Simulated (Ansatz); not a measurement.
Isolated molecules relaxed with PBE0-D4/def2-TZVP in Ansatz; ΔE leaves out vibrations. CCSD(T)/CBS is the MP2 limit (def2-TZVPP, def2-QZVPP) plus CCSD(T) − MP2 in def2-TZVPP, frozen cores. This one scheme is used for every species. DFT in def2-TZVPP. Each species was taken in one conformer, which may not be the lowest.

Consider the ligand exchange at the Si–C bond: `N=C(O)[SiH3]` + `OC[SiH2]S` → `[SiH3]OC[SiH2]S` + `N=CO`.

Is it downhill or uphill in electronic energy at CCSD(T)/CBS, and by how much? (Best estimate.)

The calculation gave: Downhill: ΔE = -1.03 eV.

What do these levels give: PBE0-D4, CAM-B3LYP-D4, r2SCAN, PBE0, r2SCAN0, RPA@PBE/def2-TZVPP, MP2/def2-SVP, MP2/def2-TZVPP, CCSD(T)/def2-TZVPP, HF/def2-QZVPP, MP2/def2-QZVPP, HF/CBS(def2)? (Best estimate.)

Computed: PBE0-D4 -0.97, CAM-B3LYP-D4 -1.09, r2SCAN -1.01, PBE0 -0.95, r2SCAN0 -1.04, RPA@PBE/def2-TZVPP -1.04, MP2/def2-SVP -1.05, MP2/def2-TZVPP -1.08, CCSD(T)/def2-TZVPP -1.05, HF/def2-QZVPP -1.23, MP2/def2-QZVPP -1.08, HF/CBS(def2) -1.23 eV.

Largest T1 diagnostic among the species: 0.014.

In def2-TZVPP, CCSD(T) changes the Hartree–Fock value by +0.17 eV (the triples alone add +0.03 eV) and MP2 by +0.14 eV. From BLYP to BHLYP (50 % exact exchange), in def2-TZVPP and without D4, ΔE moves by −0.13 eV.
